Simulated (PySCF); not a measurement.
**Radial density of Al²⁺ (aluminium, charge +2)**

UHF, [Ne] 3d1, 2D determinant (an excited configuration). Computed with PySCF 2.14 in aug-cc-pCVTZ-DK with one added diffuse shell each of s, p, d, f type (9s8p6d4f, 91 functions), with scalar relativity by spin-free X2C-1e.

| r (bohr) | 4πr²ρ (e/bohr) | 4πr²(ρα − ρβ) |
| --- | --- | --- |
| 0.00168 | 0.05559 | 0.0000 |
| 0.00283 | 0.1465 | 0.0000 |
| 0.00475 | 0.3817 | 0.0000 |
| 0.00800 | 0.9676 | 0.0000 |
| 0.0135 | 2.330 | 0.0000 |
| 0.0226 | 5.122 | -0.0001 |
| 0.0381 | 9.636 | -0.0002 |
| 0.0640 | 13.97 | -0.0004 |
| 0.108 | 13.49 | -0.0009 |
| 0.181 | 8.973 | -0.0025 |
| 0.305 | 10.28 | -0.0055 |
| 0.512 | 12.30 | -0.0013 |
| 0.862 | 5.315 | 0.0214 |
| 1.45 | 0.5896 | 0.0981 |
| 2.44 | 0.3229 | 0.3188 |
| 4.10 | 0.2149 | 0.2149 |
| 6.90 | 0.01511 | 0.0151 |
| 11.6 | 5.888e-05 | 0.0001 |

Densities and radii are taken from the X2C orbitals without a picture-change correction, which distorts them close to the nucleus.

The outer electron is Rydberg-like, and this basis confines it to a smaller radius and binds it less than a complete one would.

Q: Where is the radial spin density 4πr²(ρα − ρβ) most negative, and why is it negative at all?

A: Around r = 0.305 bohr, down to -0.0055 e/bohr: exchange with the open shell polarises the paired shells in an unrestricted calculation.
